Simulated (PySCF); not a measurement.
**Two-component Hartree-Fock for Se (selenium, neutral)**

Start: [Ar] 3d10 4s2 4p4; 4p1/2 filled at m_j = -1/2, +1/2; 4p3/2 filled at m_j = +1/2, +3/2. Calculated with PySCF 2.14 in x2c-QZVPPall-2c: generalised Hartree-Fock with the X2C-1e Hamiltonian and a Gaussian nucleus; one run each with spin-orbit coupling (SO) switched off, then screened by Boettger's factors.

```json
{"spinor shell": "1s1/2", "electrons": "2", "ε, spin-free (eV)": "-12737.7", "ε, screened SO (eV)": "-12737.3", "weight of nominal j (screened SO)": "1.000", "rms radius, screened SO (bohr)": "0.0508"}
{"spinor shell": "2s1/2", "electrons": "2", "ε, spin-free (eV)": "-1696.4", "ε, screened SO (eV)": "-1696.3", "weight of nominal j (screened SO)": "1.000", "rms radius, screened SO (bohr)": "0.212"}
{"spinor shell": "2p1/2", "electrons": "2", "ε, spin-free (eV)": "-1487.0", "ε, screened SO (eV)": "-1515.8", "weight of nominal j (screened SO)": "1.000", "rms radius, screened SO (bohr)": "0.187"}
{"spinor shell": "2p3/2", "electrons": "4", "ε, spin-free (eV)": "-1487.0", "ε, screened SO (eV)": "-1473.1", "weight of nominal j (screened SO)": "1.000", "rms radius, screened SO (bohr)": "0.190"}
{"spinor shell": "3s1/2", "electrons": "2", "ε, spin-free (eV)": "-250.74", "ε, screened SO (eV)": "-250.66", "weight of nominal j (screened SO)": "1.000", "rms radius, screened SO (bohr)": "0.612"}
{"spinor shell": "3p1/2", "electrons": "2", "ε, spin-free (eV)": "-182.89", "ε, screened SO (eV)": "-187.20", "weight of nominal j (screened SO)": "0.999", "rms radius, screened SO (bohr)": "0.629"}
{"spinor shell": "3p3/2", "electrons": "4", "ε, spin-free (eV)": "-182.89", "ε, screened SO (eV)": "-180.73", "weight of nominal j (screened SO)": "1.000", "rms radius, screened SO (bohr)": "0.639"}
{"spinor shell": "3d3/2", "electrons": "4", "ε, spin-free (eV)": "-70.612", "ε, screened SO (eV)": "-71.165", "weight of nominal j (screened SO)": "0.986", "rms radius, screened SO (bohr)": "0.695"}
{"spinor shell": "4s1/2", "electrons": "2", "ε, spin-free (eV)": "-23.408", "ε, screened SO (eV)": "-23.377", "weight of nominal j (screened SO)": "0.999", "rms radius, screened SO (bohr)": "1.97"}
{"spinor shell": "4p3/2", "electrons": "2", "ε, spin-free (eV)": "-10.983", "ε, screened SO (eV)": "-11.593", "weight of nominal j (screened SO)": "0.819", "rms radius, screened SO (bohr)": "2.46"}
{"spinor shell": "4p1/2", "electrons": "2", "ε, spin-free (eV)": "-10.983", "ε, screened SO (eV)": "-10.394", "weight of nominal j (screened SO)": "0.709", "rms radius, screened SO (bohr)": "2.50"}
```

Task: Where does 3d5/2 lie, and what is the 3d spin-orbit splitting (screened SO)?

Result: At -70.126 eV, 1.039 eV above 3d3/2.

```
   quantity    spin-free  screened SO
E (hartree)  -2428.08003  -2428.20534
        M_J            2            2
       ⟨J²⟩        6.016        6.021
       ⟨L²⟩        2.010        2.080
       ⟨S²⟩        2.005        1.975
```

Each row is a mean over spinors that exchange with the open shell spreads, by up to 5.212 eV (4s1/2).

Rows whose weight is well below 1 are mixtures of j = l ± 1/2: exchange outweighs spin-orbit coupling there, and the label is only the starting occupation.

Without spin-orbit coupling the j labels of p, d and f shells carry no meaning; the spin-free column gives the mean over the occupied spinors of each nl shell.
